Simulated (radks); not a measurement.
Results of a calculation; reference values are marked as such.
Species: the cobalt ion Co3+. Configuration: [Ar] 3d5 4p1 (not the ground configuration). Level of theory: scalar-relativistic Kohn-Sham, r2SCAN, spin-polarised, spherical densities, finite nucleus; open shells are filled with parallel spins first; meta-GGA in the generalised Kohn-Sham scheme; Fermi nuclear charge, rms radius 3.7875 fm (a radial shooting solver on a logarithmic mesh with Libxc functionals).

Local quantities along the radius. ELF = 1/(1 + alpha^2) is the electron localisation function; alpha = (tau - tau_W)/tau_unif compares the Pauli kinetic energy density with that of the uniform gas (summed over spins); r v_xc is r times the local exchange-correlation potential of spin up (hartree bohr, multiplicative part alone); s = |grad rho|/(2 (3 pi^2)^(1/3) rho^(4/3)) is the reduced gradient. tau is taken from the large components.

| r (bohr) | ELF | alpha | r v_xc | s |
|---|---|---|---|---|
| 0.004705 | 1.000 | 0.01885 | -0.1560 | 0.4480 |
| 0.006127 | 1.000 | 0.02072 | -0.1886 | 0.4467 |
| 0.007978 | 0.999 | 0.02360 | -0.2285 | 0.4516 |
| 0.01039 | 0.999 | 0.02811 | -0.2764 | 0.4634 |
| 0.01353 | 0.999 | 0.03546 | -0.3325 | 0.4832 |
| 0.01761 | 0.998 | 0.04810 | -0.3961 | 0.5132 |
| 0.02293 | 0.995 | 0.07154 | -0.4656 | 0.5561 |
| 0.02986 | 0.986 | 0.1193 | -0.5393 | 0.6151 |
| 0.03889 | 0.951 | 0.2269 | -0.6176 | 0.6902 |
| 0.05063 | 0.809 | 0.4857 | -0.6693 | 0.7637 |
| 0.06593 | 0.480 | 1.040 | -0.5485 | 0.7614 |
| 0.08585 | 0.283 | 1.591 | -0.6093 | 0.5694 |
| 0.1118 | 0.389 | 1.254 | -0.7139 | 0.3328 |
| 0.1456 | 0.675 | 0.6935 | -0.9467 | 0.3088 |
| 0.1895 | 0.817 | 0.4730 | -1.026 | 0.4405 |
| 0.2468 | 0.762 | 0.5586 | -1.059 | 0.6490 |
| 0.3214 | 0.361 | 1.330 | -0.8225 | 0.7942 |
| 0.4185 | 0.198 | 2.014 | -0.7559 | 0.4113 |
| 0.5493 | 0.595 | 0.8251 | -1.256 | 0.2223 |
| 0.7153 | 0.800 | 0.5006 | -1.364 | 0.4157 |
| 0.9314 | 0.759 | 0.5631 | -1.322 | 0.7006 |
| 1.213 | 0.500 | 1.000 | -1.016 | 1.113 |
| 1.579 | 0.165 | 2.249 | -0.7418 | 1.504 |
| 2.056 | 0.137 | 2.510 | -0.7279 | 1.357 |
| 2.677 | 0.276 | 1.618 | -0.7365 | 1.666 |
| 3.486 | 0.214 | 1.914 | -0.3946 | 3.219 |
| 4.54 | 0.041 | 4.817 | -0.2022 | 7.874 |
| 5.911 | 0.002 | 25.39 | -0.1015 | 25.61 |

On this mesh the ELF has minima near r = 0.086, 0.42, 1.8 bohr, which separate the shells, and maxima near 0.22 (0.82), 0.81 (0.80), 3.0 (0.28).
